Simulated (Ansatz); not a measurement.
Mulliken charges of B₂H₅NSi, SMILES `NB1B[SiH2]1` from B3LYP/def2-TZVPP in Ansatz (PBE0-D4/def2-TZVP geometry).

```tsv
atom	x (Å)	y (Å)	z (Å)	charge (e)
N1	-0.645	1.209	-1.287	-0.223
B2	0.334	0.518	-0.633	0.078
B3	1.332	-0.358	0.159	-0.170
Si4	-0.007	-1.149	1.182	0.027
H5	-0.866	1.050	-2.257	0.179
H6	-1.202	1.926	-0.852	0.181
H7	2.498	-0.310	0.384	0.052
H8	-1.443	-1.064	0.801	-0.063
H9	0.089	-1.869	2.486	-0.060
```

Problem. By hand: the dipole of these point charges (1 e Å = 4.8032 D).

Solution. Σ q r = (-0.214, 0.500, -0.495) e Å, of length 0.735 e Å = 3.53 D.

Problem. How does the dipole of the full density compare? (Best estimate.)

Solution. Computed: (-0.566, 0.390, -0.342) e Å, 3.69 D; the point charges give 0.96 times that, at 31° from its direction.

Point charges leave out the atoms' own dipoles, such as those of lone pairs, and Mulliken's split depends on the basis, so the two needn't agree.

B3LYP here is the variant with VWN-RPA as its local correlation; programs differ in this.
